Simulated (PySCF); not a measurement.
Si(H)(Me) (CH4Si), SMILES C[SiH] (connectivity only; charge and spin as stated), neutral, multiplicity 1. Heavy atoms are numbered as in [SiH:1][CH3:3]. Hydrogens are named by the atom that carries them.

The structure is a stationary point at B3LYP-D3(BJ)/def2-TZVP.

Method: KT2/pcSseg-2 (PySCF).

GIAO shieldings, no solvent; atoms alike by connectivity are averaged. δ = σ(ref) − σ: ²⁹Si against TMS (σ = 351.7 ppm); ¹H against TMS (σ = 31.47 ppm); ¹³C against TMS (σ = 184.2 ppm), references at their B3LYP-D3(BJ)/def2-TZVP geometries, non-relativistic.

### Question
Estimate the chemical shifts. (An estimate is asked for; the answer gives what the named calculation found.)

### Answer

```tsv
nucleus	atoms	count	δ (ppm)
²⁹Si	Si1 (SiH)	1	832.5
¹H	H on Si1	1	14.46
¹H	H on C3	3	2.74
¹³C	C3 (CH3)	1	48.4
```
